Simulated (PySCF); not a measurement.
Compound: C2H8O2SSi2.
Atom-mapped SMILES: `[SiH3:1][O:2][C@H:3]1[CH2:4][O:5][SiH2:6][S:7]1`

Probes without a nucleus sit at each ring's centroid and 1 Å off its mean plane on both sides; NICS is minus the shielding there, NICSzz its component along the normal. Level: GIAO PBE0/pcSseg-1 (PySCF, non-relativistic, gas phase) on the GFN2-xTB geometry, one conformer.

Ring bond lengths (Å), with Mayer bond orders in brackets: C3–C4 1.530 (0.97), C4–O5 1.391 (0.90), O5–Si6 1.627 (0.99), Si6–S7 2.142 (0.95), S7–C3 1.848 (0.99).

Task: Give the NICS values of each ring in ppm.

Result: 
```
           ring                                                       type  NICS(0)  NICS(1), two faces  NICS(1)zz, two faces  rms pucker (Å)  centre to ring atoms, mean (Å)
C3–C4–O5–Si6–S7  5-membered ring with O, S and Si; formal bonds all single     -7.8         -2.9 / -4.1           -1.3 / -3.9            0.16                            1.43
```

Task: What do they say, and how far can they be read as aromaticity?

Result: 
- C3–C4–O5–Si6–S7: mean NICS(1)zz -2.6 ppm, near zero. C3, C4, Si6 have four or more neighbours; no verdict on aromaticity is drawn.

Task: At the second NICS(1) probe listed for ring C3–C4–O5–Si6–S7, 1 Å off the ring, how large is the induced field along the normal in 14.1 T applied along it?

Result: NICSzz × B0 = -3.9 ppm × 14.1 T = -55 μT, against the applied field.
